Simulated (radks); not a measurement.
Ionisation of the dysprosium ion Dy+, [Xe] 4f10 6s1, to [Xe] 4f10 as the strength of local exchange is varied. Calculated with a radial shooting solver on a logarithmic mesh with Libxc functionals: Dirac Kohn-Sham, Slater X-alpha exchange (alpha = 2/3 is LDA exchange), no correlation, spin-unpolarised, spherical densities, point nucleus; open shells fill j = l - 1/2 first.

alpha = 0.56: E(Dy+) (hartree) -12113.6665; exchange (hartree) -208.9427; IE (eV) 10.487; -e of the level emptied (eV) 7.705 (6s1/2); <r> of it (bohr) 3.837
alpha = 0.612: E(Dy+) (hartree) -12133.0855; exchange (hartree) -228.7479; IE (eV) 10.730; -e of the level emptied (eV) 7.950 (6s1/2); <r> of it (bohr) 3.795
alpha = 0.667: E(Dy+) (hartree) -12153.6620; exchange (hartree) -249.7681; IE (eV) 10.993; -e of the level emptied (eV) 8.218 (6s1/2); <r> of it (bohr) 3.751
alpha = 0.907: E(Dy+) (hartree) -12243.8942; exchange (hartree) -342.3591; IE (eV) 12.215; -e of the level emptied (eV) 9.475 (6s1/2); <r> of it (bohr) 3.562
alpha = 0.964: E(Dy+) (hartree) -12265.4298; exchange (hartree) -364.5557; IE (eV) 12.519; -e of the level emptied (eV) 9.791 (6s1/2); <r> of it (bohr) 3.520
alpha = 0.969: E(Dy+) (hartree) -12267.3208; exchange (hartree) -366.5065; IE (eV) 12.546; -e of the level emptied (eV) 9.819 (6s1/2); <r> of it (bohr) 3.516
alpha = 1.036: E(Dy+) (hartree) -12292.6901; exchange (hartree) -392.7060; IE (eV) 12.912; -e of the level emptied (eV) 10.200 (6s1/2); <r> of it (bohr) 3.467

NIST Atomic Spectra Database: 11.65 eV (semi-empirical). The Delta-SCF value meets it near alpha = 0.80. Spin polarisation and multiplet splitting are left out, so open shells lie too high by an amount that depends on their filling.

Beside tabulated values, note that spin-unpolarised runs miss the spin-polarisation part of the exchange energy of open shells.
